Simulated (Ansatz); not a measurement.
Geometry optimisation, RKS PBE0-D4/6-31G* in Ansatz.

input.yaml

```yaml
crystal:
  periodic: [false, false, false]
  atoms:
    - { symbol: B, position_ang: [0.021934, 0.690843, -0.21007] }
    - { symbol: O, position_ang: [-0.042969, -0.500539, 2.104104] }
    - { symbol: H, position_ang: [-0.94868, -0.834419, 2.056776] }
    - { symbol: C, position_ang: [1.389101, 0.107117, -0.684303] }
    - { symbol: H, position_ang: [1.411757, -0.981378, -0.570758] }
    - { symbol: H, position_ang: [1.494053, 0.312712, -1.760675] }
    - { symbol: H, position_ang: [2.263748, 0.527593, -0.177763] }
    - { symbol: H, position_ang: [-1.035152, 0.201936, -0.486691] }
    - { symbol: S, position_ang: [-0.166667, 2.374538, 0.565165] }
    - { symbol: H, position_ang: [1.14035, 2.676026, 0.703843] }
    - { symbol: H, position_ang: [-0.160577, 0.453771, 2.320272] }
basis:
  gaussian: { orbitals: "6-31G*" }
hamiltonian:
  xc: pbe0
  dispersion: d4
relax:
  f_tol: 0.03
  max_steps: 50
```

Launched with:

```bash
$ ansatz run input.yaml --threads 1 --pin off --max-ram 2048MiB --backend cpu --events-out ev --progress --plain --runs-dir out
```

**Question.** Where does it end, and by what steps?

**Answer.** The forces met the threshold. After 9 steps the energy has fallen by 0.199 eV; O2 moved furthest, 0.48 Å. Joined: B1–O2 (2.60 → 1.77 Å).

| step | energy less start (eV) | largest force component (eV/Å) | accepted |
| --- | --- | --- | --- |
| 0 | 0.0000 | 0.811 | yes |
| 1 | 0.0186 | 1.873 | no |
| 2 | -0.0321 | 0.760 | yes |
| 3 | -0.0660 | 0.573 | yes |
| 4 | -0.1224 | 0.649 | yes |
| 5 | -0.1613 | 1.004 | yes |
| 6 | -0.1858 | 0.230 | yes |
| 7 | -0.1958 | 0.092 | yes |
| 8 | -0.1981 | 0.052 | yes |
| 9 | -0.1985 | 0.011 | yes |

```xyz
11
Properties=species:S:1:pos:R:3
B -0.003 0.524 0.104
O 0.009 -0.246 1.698
H -0.812 -0.759 1.765
C 1.347 0.053 -0.576
H 1.410 -1.040 -0.651
H 1.402 0.449 -1.597
H 2.242 0.400 -0.042
H -1.052 0.107 -0.326
S -0.185 2.346 0.563
H 1.124 2.659 0.653
H -0.115 0.536 2.269
```

The run took 25 s on 1 thread of Intel(R) Xeon(R) 6975P-C (Granite Rapids) (shared host), peak memory 0.17 GiB.
